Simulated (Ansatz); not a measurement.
`C[CH2][Ge][CH2]C` + HCl → `C[CH2][Ge][Cl]` + ethane at 500 K and 1 bar (ligand exchange at a Ge–C bond).

Program: Ansatz. Geometries: PBE0-D4/def2-TZVP. ΔE: electronic, gas phase. CBS: MP2 limit from def2 TZ/QZ plus the TZ coupled-cluster correction, frozen cores. This one scheme is used for every species. For Ge outer-core shells are correlated without core-valence functions, which leaves a few kJ/mol of doubt a bond. Scalar relativity is left out up to krypton. Each species was taken in one conformer, which may not be the lowest.

| species | CCSD(T)/CBS energy (Eh) | H − E (kJ/mol) | S (J/(mol·K)) |
| --- | --- | --- | --- |
| `C[CH2][Ge][CH2]C` | -2234.31111 | 392.7 | 454.4 |
| HCl | -460.38127 | 32.5 | 201.9 |
| `C[CH2][Ge][Cl]` | -2615.03092 | 211.0 | 398.3 |
| `CC` | -79.71954 | 220.5 | 259.9 |

H − E and S are ideal-gas, rigid-rotor, harmonic terms from PBE0-D4/def2-TZVP, for one conformer and one mirror image of each species. 1 Eh = 2625.50 kJ/mol, R = 8.31446 J/(mol·K).

**Question.** By hand: ΔE, ΔH, ΔS and ΔG.

**Answer.** ΔE = (-2615.03092) + (-79.71954) − (-2234.31111) − (-460.38127) = -0.05808 Eh = -152.5 kJ/mol. Δ(H − E) = 211.0 + 220.5 − 392.7 − 32.5 = 6.3, so ΔH = -146.2 kJ/mol. ΔS = 398.3 + 259.9 − 454.4 − 201.9 = 1.9 J/(mol·K). ΔG = -146.2 − 500 × (1.9)/1000 = -147.1 kJ/mol.

**Question.** By hand: the equilibrium constant, and the temperature at which ΔG would vanish if ΔH and ΔS stayed fixed.

**Answer.** log₁₀ K = −ΔG/(RT ln 10) = 15.4. ΔH and −TΔS have one sign here, so there is no such temperature.

The number of gas molecules stays the same, so ΔS is small and ΔH decides. A doubt of 5 kJ/mol in ΔE shifts log₁₀ K by 0.5 here. Other conformers and mirror images would add mixing entropy, several J/(mol·K) or more a flexible species. Modes under 60 cm⁻¹, often nearly free rotors, make the harmonic entropy too high. These are equilibria of isolated gas molecules and say nothing of rates. Largest T1 diagnostic: 0.012 (customary marks: 0.02 for closed shells, 0.045 for open ones).

ΔS is within the doubt of such terms, so its sign, and with it that verdict, could turn.
